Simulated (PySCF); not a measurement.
**GeH₃ at several levels of theory**

All levels use the PBE0 minimum (doublet; Ge–H 1.539 Å (×3); H–Ge–H 111.2° (×3)), basis [Ge def2-TZVP, H def2-TZVP], no relativity, density fitting, no spin–orbit coupling, PySCF. For vertical energies the ionised species is a singlet (spins chosen at PBE0 and kept) and the electron-attached one a singlet. Atomisation goes to high-spin ground-configuration atoms, without zero-point energy. Open shells are unrestricted, also as the reference of the correlated levels. A dash marks a value that was not computed or is not defined at that level.

| level | atomisation (kJ/mol) | vertical IP (eV) | vertical EA (eV) | −ε(HOMO) (eV) | dipole (D) |
| --- | --- | --- | --- | --- | --- |
| PBE0 | ? | ? | ? | ? | ? |
| HF | 651 | 8.29 | -0.40 | 8.98 | 0.08 |
| MP2 | 804 | 8.63 | 0.48 | – | – |
| PBE | 841 | 8.71 | 0.66 | 5.20 | 0.03 |
| CCSD(T) | ? | ? | ? | – | – |
| r2SCAN | 871 | 8.92 | 0.63 | 5.61 | 0.04 |
| B3LYP | 858 | 8.79 | 0.73 | 6.00 | 0.08 |
| TPSSh | 893 | 8.77 | 0.64 | 5.76 | 0.05 |
| M06-L | 856 | 8.48 | 0.65 | 5.22 | 0.02 |
| r2SCAN0 | 867 | 8.94 | 0.61 | 6.58 | 0.05 |

**Question.** Fill in the row of PBE0.

**Answer.** atomisation (kJ/mol) 844, vertical IP (eV) 8.77, vertical EA (eV) 0.64, −ε(HOMO) (eV) 6.29, dipole (D) 0.03.

**Question.** Fill in the row of CCSD(T).

**Answer.** atomisation (kJ/mol) 836, vertical IP (eV) 8.65, vertical EA (eV) 0.55.

For GeH₃ itself CCSD(T) correlates 17 electrons; T1 = 0.013, D1 = 0.033, (T) = -20 kJ/mol.

Without diffuse functions attachment energies tend to come out too low.
